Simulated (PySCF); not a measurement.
Species: C7H6F3PS.
Z-matrix (Å and degrees, GFN2-xTB geometry), rows numbered from 1:
```
C 
S   1  1.8147
C   2  1.7637  1  104.84
C   3  1.3993  2  114.03  1  -179.89
C   4  1.3752  3  122.77  2   179.87
C   5  1.3895  4  123.18  3     0.06
C   6  1.4934  5  117.74  4  -179.86
F   7  1.3472  6  112.84  5    60.76
F   7  1.3469  6  112.89  5   -58.98
F   7  1.3426  6  112.15  5  -179.12
P   6  1.7384  5  125.74  4    -0.00
C   3  1.3807  2  123.16  1     0.08
H   1  1.0856  2  105.34  3   179.97
H   1  1.0862  2  110.17  3    61.70
H   1  1.0862  2  110.14  3   -61.80
H   4  1.0794  3  117.84  2    -0.09
H   5  1.0817  4  118.83  3   179.99
H  12  1.0807  3  119.35  2     0.06
```

NICS = −σ at a ghost point: NICS(0) at the centroid of the ring atoms, NICS(1) 1 Å to either side along the normal of their mean plane, zz for the tensor component along that normal. Level: GIAO PBE0/pcSseg-1 (PySCF, non-relativistic, gas phase) on the GFN2-xTB geometry, one conformer.

Ring bond lengths (Å), with Mayer bond orders in brackets: C3–C4 1.399 (1.32), C4–C5 1.375 (1.52), C5–C6 1.390 (1.32), C6–P11 1.738 (1.30), P11–C12 1.733 (1.29), C12–C3 1.381 (1.39).

Q: What do the NICS probes read (ppm)?

A: 
```json
{"ring": "C3–C4–C5–C6–P11–C12", "type": "6-membered ring with P; formal bonds all aromatic", "NICS(0)": "-6.8", "NICS(1), two faces": "-9.8 / -9.8", "NICS(1)zz, two faces": "-22.9 / -22.9", "rms pucker (Å)": "0.00", "centre to ring atoms, mean (Å)": "1.49"}
```

Q: What can be read from them?

A: 
- C3–C4–C5–C6–P11–C12: mean NICS(1)zz -22.9 ppm, shielded.

Q: And the bond-length index? Use HOMA with the parameters of Krygowski (1993).

A: 
- C3–C4–C5–C6–P11–C12: HOMA 0.93; the largest term is that of C6–P11, α(R − Ropt)² = 0.19.

Q: What field does 1 T along the ring normal induce along that normal at the first NICS(1) probe listed for ring C3–C4–C5–C6–P11–C12, 1 Å off the ring?

A: NICSzz × B0 = -22.9 ppm × 1 T = -23 μT, against the applied field.

Q: How shielded are the nuclei of the rings and their hydrogens (means over atoms taken as equivalent)?

A: 
| atoms | environment | σ isotropic (ppm) | principal values of the symmetric part, first atom (ppm) |
| --- | --- | --- | --- |
| C3 | substituted aromatic carbon | 29.2 | -57.4, -9.5, 154.4 |
| C4 | aromatic CH carbon | 54.5 | -40.7, 38.9, 165.3 |
| C5 | aromatic CH carbon | 48.9 | -58.8, 28.4, 177.1 |
| C6 | substituted aromatic carbon | 22.9 | -120.8, 30.6, 158.9 |
| P11 | phosphorus bonded to 2 C | 86.3 | -221.4, -38.5, 518.9 |
| C12 | aromatic CH carbon | 36.5 | -118.7, 43.2, 185.1 |
| H16 | aromatic hydrogen | 23.99 | 18.9, 23.4, 29.7 |
| H17 | aromatic hydrogen | 23.46 | 18.8, 22.6, 29.0 |
| H18 | aromatic hydrogen | 23.37 | 19.2, 19.4, 31.5 |

Hardware: Arm Neoverse V1, one thread, no GPU (shared host). Cost: 85 s wall (with the writing of density and orbital grids), 1.1 GiB resident at most. This is the whole shielding run at PBE0/pcSseg-1, SCF included.
